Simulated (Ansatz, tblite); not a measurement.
Removing and adding an electron: (HMg-mu-Cl)2 (Mg2H2Cl2). Total charge 0; singlet. Geometry: PBE0-D4/def2-SVP. Ansatz, gas phase; energy differences of separate SCF runs; the oxidised species was run as a doublet alone; the reduced species was run as a doublet alone.

```xyz
6

Mg    0.593   -1.363    0.800
H     1.188   -2.723    1.602
Cl    1.345   -0.033   -1.054
Mg   -0.593    1.363   -0.800
H    -1.184    2.728   -1.596
Cl   -1.349    0.028    1.049
```

The xTB rows come from tblite. LC-ωPBE has ω = 0.4 bohr⁻¹. HSE06 is defined as in plane-wave codes, on full-range PBE exchange. Correlated methods freeze 12 core orbitals; core or outer-core shells of Mg are correlated, in sets that lack core-valence functions.

Estimate orbital energies and vertical ionisation energies and electron affinities at: GFN1-xTB; GFN2-xTB; PBE-D4/def2-TZVP; PBE-D4/def2-TZVPD; r2SCAN-D4/def2-TZVP; r2SCAN-D4/def2-TZVPD; r2SCANh-D4/def2-TZVP; PBE0-D4/def2-TZVP; PBE0-D4/def2-TZVPD; HSE06-D4/def2-TZVP; LC-ωPBE/def2-TZVP; ωB97X-V/def2-TZVP; B2PLYP/def2-TZVP.


```json
{"level": "GFN1-xTB", "−HOMO (eV)": "12.83", "vertical IE (eV)": "15.14", "−LUMO (eV)": "7.68", "vertical EA (eV)": "5.01", "HOMO–LUMO gap (eV)": "5.15", "IE − EA (eV)": "10.13", "remarks": "–"}
{"level": "GFN2-xTB", "−HOMO (eV)": "11.33", "vertical IE (eV)": "13.77", "−LUMO (eV)": "6.95", "vertical EA (eV)": "4.59", "HOMO–LUMO gap (eV)": "4.38", "IE − EA (eV)": "9.18", "remarks": "–"}
{"level": "PBE-D4/def2-TZVP", "−HOMO (eV)": "6.60", "vertical IE (eV)": "9.22", "−LUMO (eV)": "1.63", "vertical EA (eV)": "–", "HOMO–LUMO gap (eV)": "4.97", "IE − EA (eV)": "–", "remarks": "–"}
{"level": "PBE-D4/def2-TZVPD", "−HOMO (eV)": "6.60", "vertical IE (eV)": "–", "−LUMO (eV)": "1.68", "vertical EA (eV)": "0.01", "HOMO–LUMO gap (eV)": "4.92", "IE − EA (eV)": "–", "remarks": "HOMO above zero (-1 doublet)"}
{"level": "r2SCAN-D4/def2-TZVP", "−HOMO (eV)": "6.85", "vertical IE (eV)": "9.33", "−LUMO (eV)": "1.16", "vertical EA (eV)": "–", "HOMO–LUMO gap (eV)": "5.68", "IE − EA (eV)": "–", "remarks": "–"}
{"level": "r2SCAN-D4/def2-TZVPD", "−HOMO (eV)": "6.83", "vertical IE (eV)": "–", "−LUMO (eV)": "1.18", "vertical EA (eV)": "-0.17", "HOMO–LUMO gap (eV)": "5.65", "IE − EA (eV)": "–", "remarks": "HOMO above zero (-1 doublet)"}
{"level": "r2SCANh-D4/def2-TZVP", "−HOMO (eV)": "7.29", "vertical IE (eV)": "9.47", "−LUMO (eV)": "0.96", "vertical EA (eV)": "–", "HOMO–LUMO gap (eV)": "6.33", "IE − EA (eV)": "–", "remarks": "–"}
{"level": "PBE0-D4/def2-TZVP", "−HOMO (eV)": "7.79", "vertical IE (eV)": "9.64", "−LUMO (eV)": "0.93", "vertical EA (eV)": "–", "HOMO–LUMO gap (eV)": "6.85", "IE − EA (eV)": "–", "remarks": "–"}
{"level": "PBE0-D4/def2-TZVPD", "−HOMO (eV)": "7.78", "vertical IE (eV)": "–", "−LUMO (eV)": "1.00", "vertical EA (eV)": "-0.12", "HOMO–LUMO gap (eV)": "6.78", "IE − EA (eV)": "–", "remarks": "HOMO above zero (-1 doublet)"}
{"level": "HSE06-D4/def2-TZVP", "−HOMO (eV)": "7.38", "vertical IE (eV)": "9.58", "−LUMO (eV)": "1.29", "vertical EA (eV)": "–", "HOMO–LUMO gap (eV)": "6.09", "IE − EA (eV)": "–", "remarks": "–"}
{"level": "LC-ωPBE/def2-TZVP", "−HOMO (eV)": "10.57", "vertical IE (eV)": "10.46", "−LUMO (eV)": "-0.93", "vertical EA (eV)": "–", "HOMO–LUMO gap (eV)": "11.49", "IE − EA (eV)": "–", "remarks": "–"}
{"level": "ωB97X-V/def2-TZVP", "−HOMO (eV)": "10.21", "vertical IE (eV)": "10.40", "−LUMO (eV)": "-0.75", "vertical EA (eV)": "–", "HOMO–LUMO gap (eV)": "10.96", "IE − EA (eV)": "–", "remarks": "–"}
{"level": "B2PLYP/def2-TZVP", "−HOMO (eV)": "–", "vertical IE (eV)": "9.83", "−LUMO (eV)": "–", "vertical EA (eV)": "–", "HOMO–LUMO gap (eV)": "–", "IE − EA (eV)": "–", "remarks": "–"}
```

Relaxing the oxidised species (PBE0-D4/def2-SVP) changes its energy by -0.16 eV at PBE0-D4/def2-TZVP, so the adiabatic ionisation energy to this nearest minimum is 9.49 eV. At PBE-D4/def2-TZVP it is 9.08 eV.  Relaxing the reduced species (PBE0-D4/def2-SVPD) changes its energy by -0.88 eV at PBE0-D4/def2-TZVPD, so the adiabatic electron affinity to this nearest minimum is 0.76 eV. At PBE-D4/def2-TZVPD it is 0.81 eV.     A HOMO above zero means that the electron is unbound at that level or that self-interaction error raises the level; the energy of removing that electron tells which. Raw xTB energy differences between charge states are shifted by several eV; the methods need an empirical correction for them. A negative affinity means that the extra electron isn't bound; its size then hangs on the basis.
